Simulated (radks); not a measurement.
Ca VI, 15 electrons, occupied as [Ne] 3s2 3p3. Calculated with a radial shooting solver on a logarithmic mesh with Libxc functionals: scalar-relativistic Kohn-Sham, r2SCAN, spin-polarised, spherical densities, finite nucleus; open shells are filled with parallel spins first; meta-GGA in the generalised Kohn-Sham scheme; Fermi nuclear charge, rms radius 3.4776 fm.

Radial electron density D(r) = 4 pi r^2 rho(r):

```
   r/bohr * D(r) (the largest magnitude, 24.5, reaches the edge; | marks zero)
 0.007132 |     *
 0.007978 |      *
 0.008995 |        *
  0.01006 |          *
  0.01134 |            *
  0.01269 |              *
  0.01431 |                 *
    0.016 |                    *
  0.01804 |                        *
  0.02018 |                           *
  0.02275 |                               *
  0.02545 |                                   *
  0.02869 |                                       *
  0.03209 |                                           *
  0.03618 |                                               *
  0.04047 |                                                 *
  0.04563 |                                                   *
  0.05104 |                                                    *
  0.05755 |                                                    *
  0.06437 |                                                  *
  0.07258 |                                                *
  0.08118 |                                             *
  0.09153 |                                         *
   0.1024 |                                       *
   0.1154 |                                     *
   0.1291 |                                     *
   0.1456 |                                       *
   0.1628 |                                          *
   0.1836 |                                              *
   0.2053 |                                                  *
   0.2315 |                                                     *
    0.259 |                                                      *
    0.292 |                                                    *
   0.3266 |                                               *
   0.3682 |                                        *
   0.4118 |                                *
   0.4643 |                        *
   0.5194 |                 *
   0.5856 |             *
    0.655 |           *
   0.7385 |           *
    0.826 |            *
   0.9314 |            *
    1.042 |            *
    1.175 |          *
    1.314 |       *
    1.481 |     *
    1.657 |   *
    1.868 | *
    2.089 |*
    2.356 *
    2.635 *
    2.971 *
    3.323 *
    3.747 *
```

D(r) has 3 maxima, at r = 0.0527, 0.255, 0.931 bohr, and minima at 0.123, 0.693 bohr, inside which lie 2.15, 10.39 electrons.
